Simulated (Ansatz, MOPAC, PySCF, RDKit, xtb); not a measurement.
Noncovalent pair: H2O (SMILES O) (first 3 atoms) with PH3 (SMILES P); geometry from B3LYP-D3(BJ)/def2-TZVP, rigid monomers moved along the line of their centres of mass till H2···P4 is 4.65 Å.
(charge 0, multiplicity 1):
```tsv
atom	x (Å)	y (Å)	z (Å)
O	0.2632	-0.0779	-0.5425
H	0.1242	0.0001	0.4118
H	1.1449	0.2748	-0.6984
P	-0.9189	0.2538	4.9351
H	-0.2832	-0.4633	5.9776
H	-1.0464	1.4491	5.6835
H	-2.2164	-0.2154	5.2515
```

```json
[
 {"level": "MMFF94", "interaction energy (kJ/mol)": "-1.5", "minus CCSD(T)/CBS(aug-cc-pV(D+d)Z, aug-cc-pV(T+d)Z)": "0.5", "cost": "-"},
 {"level": "UFF", "interaction energy (kJ/mol)": "-0.3", "minus CCSD(T)/CBS(aug-cc-pV(D+d)Z, aug-cc-pV(T+d)Z)": "1.7", "cost": "-"},
 {"level": "GFN-FF", "interaction energy (kJ/mol)": "-0.8", "minus CCSD(T)/CBS(aug-cc-pV(D+d)Z, aug-cc-pV(T+d)Z)": "1.2", "cost": "-"},
 {"level": "AM1", "interaction energy (kJ/mol)": "-2.0", "minus CCSD(T)/CBS(aug-cc-pV(D+d)Z, aug-cc-pV(T+d)Z)": "0.0", "cost": "-"},
 {"level": "PM3", "interaction energy (kJ/mol)": "-1.2", "minus CCSD(T)/CBS(aug-cc-pV(D+d)Z, aug-cc-pV(T+d)Z)": "0.9", "cost": "-"},
 {"level": "PM6", "interaction energy (kJ/mol)": "-2.6", "minus CCSD(T)/CBS(aug-cc-pV(D+d)Z, aug-cc-pV(T+d)Z)": "-0.6", "cost": "-"},
 {"level": "PM7", "interaction energy (kJ/mol)": "-2.3", "minus CCSD(T)/CBS(aug-cc-pV(D+d)Z, aug-cc-pV(T+d)Z)": "-0.3", "cost": "-"},
 {"level": "GFN1-xTB", "interaction energy (kJ/mol)": "-0.4", "minus CCSD(T)/CBS(aug-cc-pV(D+d)Z, aug-cc-pV(T+d)Z)": "1.6", "cost": "-"},
 {"level": "GFN2-xTB", "interaction energy (kJ/mol)": "-1.8", "minus CCSD(T)/CBS(aug-cc-pV(D+d)Z, aug-cc-pV(T+d)Z)": "0.2", "cost": "-"},
 {"level": "HF/STO-3G (no counterpoise)", "interaction energy (kJ/mol)": "-0.9", "minus CCSD(T)/CBS(aug-cc-pV(D+d)Z, aug-cc-pV(T+d)Z)": "1.1", "cost": "-"},
 {"level": "HF/3-21G (no counterpoise)", "interaction energy (kJ/mol)": "-3.0", "minus CCSD(T)/CBS(aug-cc-pV(D+d)Z, aug-cc-pV(T+d)Z)": "-1.0", "cost": "-"},
 {"level": "HF/6-31G*", "interaction energy (kJ/mol)": "-2.3", "minus CCSD(T)/CBS(aug-cc-pV(D+d)Z, aug-cc-pV(T+d)Z)": "-0.3", "cost": "-"},
 {"level": "HF/6-31G* (no counterpoise)", "interaction energy (kJ/mol)": "-2.4", "minus CCSD(T)/CBS(aug-cc-pV(D+d)Z, aug-cc-pV(T+d)Z)": "-0.4", "cost": "-"},
 {"level": "HF/aug-cc-pV(D+d)Z", "interaction energy (kJ/mol)": "-2.0", "minus CCSD(T)/CBS(aug-cc-pV(D+d)Z, aug-cc-pV(T+d)Z)": "0.0", "cost": "-"},
 {"level": "HF/aug-cc-pV(T+d)Z", "interaction energy (kJ/mol)": "-2.0", "minus CCSD(T)/CBS(aug-cc-pV(D+d)Z, aug-cc-pV(T+d)Z)": "0.0", "cost": "-"},
 {"level": "PBE/def2-TZVPPD", "interaction energy (kJ/mol)": "-1.9", "minus CCSD(T)/CBS(aug-cc-pV(D+d)Z, aug-cc-pV(T+d)Z)": "0.1", "cost": "×1"},
 {"level": "BP86/6-31G* (no counterpoise)", "interaction energy (kJ/mol)": "-2.2", "minus CCSD(T)/CBS(aug-cc-pV(D+d)Z, aug-cc-pV(T+d)Z)": "-0.2", "cost": "-"},
 {"level": "r2SCAN/def2-TZVPPD", "interaction energy (kJ/mol)": "-1.8", "minus CCSD(T)/CBS(aug-cc-pV(D+d)Z, aug-cc-pV(T+d)Z)": "0.2", "cost": "×2"},
 {"level": "r2SCAN-D3(BJ)/def2-TZVPPD", "interaction energy (kJ/mol)": "-2.0", "minus CCSD(T)/CBS(aug-cc-pV(D+d)Z, aug-cc-pV(T+d)Z)": "0.0", "cost": "×2"},
 {"level": "r2SCAN-D4/def2-TZVPPD", "interaction energy (kJ/mol)": "-2.0", "minus CCSD(T)/CBS(aug-cc-pV(D+d)Z, aug-cc-pV(T+d)Z)": "0.0", "cost": "×2"},
 {"level": "B3LYP/3-21G (no counterpoise)", "interaction energy (kJ/mol)": "-2.9", "minus CCSD(T)/CBS(aug-cc-pV(D+d)Z, aug-cc-pV(T+d)Z)": "-0.9", "cost": "-"},
 {"level": "B3LYP/6-31G*", "interaction energy (kJ/mol)": "-2.2", "minus CCSD(T)/CBS(aug-cc-pV(D+d)Z, aug-cc-pV(T+d)Z)": "-0.2", "cost": "-"},
 {"level": "B3LYP/6-31G* (no counterpoise)", "interaction energy (kJ/mol)": "-2.3", "minus CCSD(T)/CBS(aug-cc-pV(D+d)Z, aug-cc-pV(T+d)Z)": "-0.3", "cost": "-"},
 {"level": "B3LYP/6-311+G** (no counterpoise)", "interaction energy (kJ/mol)": "-2.3", "minus CCSD(T)/CBS(aug-cc-pV(D+d)Z, aug-cc-pV(T+d)Z)": "-0.3", "cost": "-"},
 {"level": "B3LYP/def2-TZVPPD", "interaction energy (kJ/mol)": "-1.6", "minus CCSD(T)/CBS(aug-cc-pV(D+d)Z, aug-cc-pV(T+d)Z)": "0.4", "cost": "×2"},
 {"level": "B3LYP-D3(BJ)/def2-TZVPPD", "interaction energy (kJ/mol)": "-1.9", "minus CCSD(T)/CBS(aug-cc-pV(D+d)Z, aug-cc-pV(T+d)Z)": "0.1", "cost": "×2"},
 {"level": "B3LYP-D4/def2-TZVPPD", "interaction energy (kJ/mol)": "-1.6", "minus CCSD(T)/CBS(aug-cc-pV(D+d)Z, aug-cc-pV(T+d)Z)": "0.4", "cost": "×2"},
 {"level": "PBE0-D4/def2-TZVPPD", "interaction energy (kJ/mol)": "-2.1", "minus CCSD(T)/CBS(aug-cc-pV(D+d)Z, aug-cc-pV(T+d)Z)": "0.0", "cost": "×1"},
 {"level": "M06-2X/6-31G* (no counterpoise)", "interaction energy (kJ/mol)": "-2.7", "minus CCSD(T)/CBS(aug-cc-pV(D+d)Z, aug-cc-pV(T+d)Z)": "-0.7", "cost": "-"},
 {"level": "wB97X-V/def2-TZVPPD", "interaction energy (kJ/mol)": "-2.1", "minus CCSD(T)/CBS(aug-cc-pV(D+d)Z, aug-cc-pV(T+d)Z)": "-0.1", "cost": "×4"},
 {"level": "wB97M-V/def2-TZVPPD", "interaction energy (kJ/mol)": "-2.0", "minus CCSD(T)/CBS(aug-cc-pV(D+d)Z, aug-cc-pV(T+d)Z)": "0.0", "cost": "×4"},
 {"level": "MP2/6-31G*", "interaction energy (kJ/mol)": "-2.5", "minus CCSD(T)/CBS(aug-cc-pV(D+d)Z, aug-cc-pV(T+d)Z)": "-0.5", "cost": "-"},
 {"level": "MP2/aug-cc-pV(D+d)Z", "interaction energy (kJ/mol)": "-2.0", "minus CCSD(T)/CBS(aug-cc-pV(D+d)Z, aug-cc-pV(T+d)Z)": "0.0", "cost": "-"},
 {"level": "MP2/aug-cc-pV(T+d)Z", "interaction energy (kJ/mol)": "-2.0", "minus CCSD(T)/CBS(aug-cc-pV(D+d)Z, aug-cc-pV(T+d)Z)": "0.0", "cost": "-"},
 {"level": "MP2/CBS(aug-cc-pV(D+d)Z, aug-cc-pV(T+d)Z)", "interaction energy (kJ/mol)": "-2.0", "minus CCSD(T)/CBS(aug-cc-pV(D+d)Z, aug-cc-pV(T+d)Z)": "0.0", "cost": "-"},
 {"level": "SCS-MP2/aug-cc-pV(D+d)Z", "interaction energy (kJ/mol)": "-1.9", "minus CCSD(T)/CBS(aug-cc-pV(D+d)Z, aug-cc-pV(T+d)Z)": "0.1", "cost": "-"},
 {"level": "CCSD/aug-cc-pV(D+d)Z", "interaction energy (kJ/mol)": "-1.9", "minus CCSD(T)/CBS(aug-cc-pV(D+d)Z, aug-cc-pV(T+d)Z)": "0.1", "cost": "-"},
 {"level": "CCSD/aug-cc-pV(T+d)Z", "interaction energy (kJ/mol)": "-2.0", "minus CCSD(T)/CBS(aug-cc-pV(D+d)Z, aug-cc-pV(T+d)Z)": "0.1", "cost": "-"},
 {"level": "CCSD(T)/aug-cc-pV(T+d)Z", "interaction energy (kJ/mol)": "-2.0", "minus CCSD(T)/CBS(aug-cc-pV(D+d)Z, aug-cc-pV(T+d)Z)": "0.0", "cost": "×40*"},
 {"level": "CCSD(T)/CBS(aug-cc-pV(D+d)Z, aug-cc-pV(T+d)Z)", "interaction energy (kJ/mol)": "-2.0", "minus CCSD(T)/CBS(aug-cc-pV(D+d)Z, aug-cc-pV(T+d)Z)": "0.0", "cost": "×50*"}
]
```

 The comparison column counts from a level with limits of its own.

The rows run from -3.0 (HF/3-21G (no counterpoise)) to -0.3 kJ/mol (UFF). In aug-cc-pV(T+d)Z the value moves HF -2.0, MP2 -2.0, CCSD -2.0, CCSD(T) -2.0, a shift of 0.0 from HF to CCSD(T). From aug-cc-pV(D+d)Z to aug-cc-pV(T+d)Z MP2 changes by 0.0. The dispersion term adds -0.2 in r2SCAN-D3(BJ), -0.2 in r2SCAN-D4, -0.4 in B3LYP-D3(BJ). The 5 functionals in def2-TZVPPD without D3 or D4 span 0.5, from wB97X-V to B3LYP.

Interaction energies are E(AB) − E(A) − E(B) at the monomers' geometry in the complex; basis-set methods are counterpoise corrected. Rows marked so take none. RDKit's UFF carries no charges.

Frozen-core correlation. CBS(a, b) extrapolates the correlation energy as X⁻³ and adds the Hartree–Fock energy of set b. Rows in 3-21G, 6-311+G**, 6-31G*, STO-3G carry no dispersion term and start afresh at each structure (6-31G* with six Cartesian d functions). MP2/6-31G* freezes PySCF's default core. The state that AM1, PM3, PM6, PM7 reach isn't checked; PM7 holds dispersion and hydrogen-bond terms.

Codes used: Ansatz (Gaussian orbitals); MOPAC for AM1, PM3, PM6, PM7 (differences of heats of formation); PySCF for 3-21G rows, 6-311+G** rows, 6-31G* rows, STO-3G rows, the dispersion terms; RDKit for the force fields; xtb for the GFN methods. Values without a source in brackets are computed.

Costs are rough ratios of core time to PBE/def2-TZVPPD (about 2.9 s over the structures, on one shared machine); a dash marks a level with no comparable run of its own. A star marks coupled-cluster runs past 200 virtual orbitals, where the program's memory plan changes under this machine's limit, so their costs aren't comparable with smaller runs.

Ansatz is an electronic-structure program.
